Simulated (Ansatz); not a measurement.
Reaction (cleavage of the Si–Si bond): `CO[SiH2][SiH3]` + `[OH][GeH3]` → `CO[SiH2][O][GeH3]` + SiH₄

Program: Ansatz. Geometries: PBE0-D4/def2-TZVP. ΔE: electronic, gas phase. CBS: MP2 limit from def2 TZ/QZ plus the TZ coupled-cluster correction, frozen cores. This one scheme is used for every species. DFT in def2-TZVPP. For Ge outer-core shells are correlated without core-valence functions, which leaves a few kJ/mol of doubt a bond. Scalar relativity is left out up to krypton. One conformer a species, not always the lowest.

`CO[SiH2][SiH3]`:

Cartesian coordinates in Å:
```
C 2.147 0.799 0.012
O 0.832 0.487 0.410
Si -0.213 -0.329 -0.568
Si -2.220 -0.553 0.610
H 2.634 1.337 0.827
H 2.155 1.436 -0.880
H 2.726 -0.107 -0.202
H -0.418 0.415 -1.848
H 0.350 -1.663 -0.936
H -3.202 -1.286 -0.236
H -2.783 0.782 0.945
H -2.008 -1.319 1.867
```

`[OH][GeH3]`:

Z-matrix (Å, degrees):
```
Ge
O 1 1.783
H 1 1.531 2 104.3
H 1 1.541 2 109.9 3 119.6
H 1 1.541 2 109.9 3 -119.6
H 2 0.959 1 112.7 3 180.0
```

`CO[SiH2][O][GeH3]`:

```xyz
13

C    -0.347    2.186   -0.625
O    -0.479    0.839   -0.240
Si    0.155   -0.424   -1.077
O     0.061   -1.730   -0.124
Ge    0.135   -1.895    1.649
H    -0.968    2.414   -1.498
H    -0.675    2.815    0.205
H     0.694    2.439   -0.862
H    -0.617   -0.690   -2.317
H     1.566   -0.092   -1.423
H     0.421   -3.381    1.898
H     1.273   -1.009    2.181
H    -1.220   -1.474    2.233
```

SiH₄:

Cartesian coordinates in Å:
```
Si 0.000 0.000 0.000
H -0.651 0.817 1.055
H -0.502 -1.395 0.074
H 1.471 0.008 0.204
H -0.318 0.570 -1.333
```

Problem. Is it downhill or uphill in electronic energy at CCSD(T)/CBS, and by how much? (An estimate is asked.)

Solution. The calculation gave: Downhill: ΔE = -31.7 kcal/mol.

Problem. What do these levels give: ωB97X-V, ωB97M-V, r2SCAN, HF/def2-TZVPP, CCSD/def2-TZVPP, CCSD/CBS(def2)? (Best estimate.)

Solution. Ansatz gave: ωB97X-V -30.9, ωB97M-V -32.4, r2SCAN -30.1, HF/def2-TZVPP -37.2, CCSD/def2-TZVPP -32.8, CCSD/CBS(def2) -32.3 kcal/mol.

Largest T1 diagnostic among the species: 0.012.

From PBE to PBE0 (25 % exact exchange), in def2-TZVPP and without D4, ΔE moves by −2.3 kcal/mol. In def2-TZVPP, CCSD(T) changes the Hartree–Fock value by +5.0 kcal/mol (the triples alone add +0.6 kcal/mol) and MP2 by +3.5 kcal/mol. The D4 term adds −0.8 kcal/mol with B3LYP and −0.4 kcal/mol with PBE0; it sums over pairs of atoms, weighted by their polarisabilities, and B3LYP, whose exchange is more repulsive, gets the larger term.

B3LYP here is the variant with VWN-RPA as its local correlation; programs differ in this.
